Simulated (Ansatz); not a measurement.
Frontier orbitals of C₃H₉BS, SMILES `CCB(C)S`.

```tsv
atom	x (Å)	y (Å)	z (Å)
C1	0.876	-1.359	-1.079
C2	0.046	-0.111	-0.829
B3	-0.194	0.388	0.642
C4	-1.132	1.617	0.915
S5	0.542	-0.380	2.086
H6	0.951	-1.587	-2.145
H7	1.897	-1.244	-0.703
H8	0.441	-2.235	-0.590
H9	-0.947	-0.220	-1.289
H10	0.484	0.743	-1.367
H11	-1.102	2.000	1.937
H12	-2.169	1.324	0.706
H13	-0.911	2.441	0.229
H14	1.216	-1.376	1.486
```

Total charge 0; spin multiplicity 1. The geometry is a stationary point of PBE0-D4/def2-TZVP. It is one conformer, not always the lowest. Basis def2-TZVPP, Ansatz 0.2.0.

Orbital energies of one run (eV). Highest occupied ones, from the top: -7.58, -8.21, -8.84, -9.55, -9.72, -10.21, -10.94, -11.26, -12.14, -12.21, -12.72, -16.96, -18.93, -19.98. Empty: -0.51, 0.39, 0.90, 1.37, 2.09, 2.18.

Question: Which functional gave them?
A. LDA (SPW92)
B. B3LYP
C. CAM-B3LYP
D. r2SCAN0

Answer: B. HOMO energies: B3LYP -7.58, LDA (SPW92) -6.78, r2SCAN0 -8.00, CAM-B3LYP -9.14 eV.

B3LYP here is the variant with VWN-RPA as its local correlation; programs differ in this.
